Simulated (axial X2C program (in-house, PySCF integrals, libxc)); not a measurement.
**What spin–orbit coupling does to CuIn**

Computed with an in-house all-electron X2C program for linear molecules (integrals from PySCF). Spin-free means the one-electron spin-free X2C Hamiltonian; two-component (2c) means X2C with spin–orbit coupling and atomic mean-field two-electron Coulomb and Gaunt terms, so the difference of the two also holds small scalar two-electron terms. Basis: In dyall-cv3z [11s12p9d4f1g], Cu dyall-cv3z [9s9p6d3f2g] (cores contracted in-house); Gaussian nuclei, density fitting, unrestricted open shells. Masses: In 114.904 u, Cu 62.930 u.

Spin-free state: M_S = 0, Λ = 0 (closed shell); fragments In + Cu.

```csv
level,Re (Å),ωe (cm⁻¹),De (eV),μ (D)
PBE0,2.551,183.5,1.995,-0.92
HF,2.751,143.9,n/a,0.59
MP2,2.521,196.0,1.896,n/a
CCSD(T),2.555,186.5,n/a,n/a
r2SCAN,2.498,200.6,2.335,-0.98
```

Correlated methods: 14 electrons correlated (number of frozen shells: In 4 s, 3 p, 2 d; Cu 3 s, 2 p), 310 virtual spin orbitals or spinors in MP2, 88 natural virtuals in coupled cluster.

Dipoles are positive if Cu is the positive end.

Two-component determinant lowest at the distance of the search:

Ω = 0 (closed shell); fragments In + Cu.

```
  level  Re (Å)  ωe (cm⁻¹)  De (eV)  μ (D)
   PBE0   2.551      183.3      n/a  -0.89
     HF   2.749      143.9      n/a   0.66
    MP2   2.524      195.5    1.738    n/a
CCSD(T)   2.556      187.2      n/a    n/a
 r2SCAN   2.498      200.4      n/a  -0.96
```

Problem. From the two tables, how do the constants change at the CCSD(T) level (2c against spin-free)?

Solution. At the CCSD(T) level Re goes up by 0.001 Å and ωe increases by 0.7 cm⁻¹.

One determinant describes the state; a PBE0 search over occupations chose it and may have missed a lower one. The closed shell is kept restricted, so the energy runs too high when the bond is stretched far. De is counted from the lowest determinant-based energies of the atoms at the same level, without counterpoise correction. De is not given where an atomic determinant may have missed its ground term or J level, or where the truncated virtual space spoils (T). CCSD and (T) use frozen natural virtuals with an MP2 correction for the truncation; (T) itself is uncorrected, so its De runs slightly low. The functionals have no current-density term, which raises determinants with orbital currents, atoms included. The T1 diagnostic is large, a sign of multireference character. With the outer-core shells frozen, correlated bond lengths of heavy atoms tend to come out a few hundredths of an ångström too long.
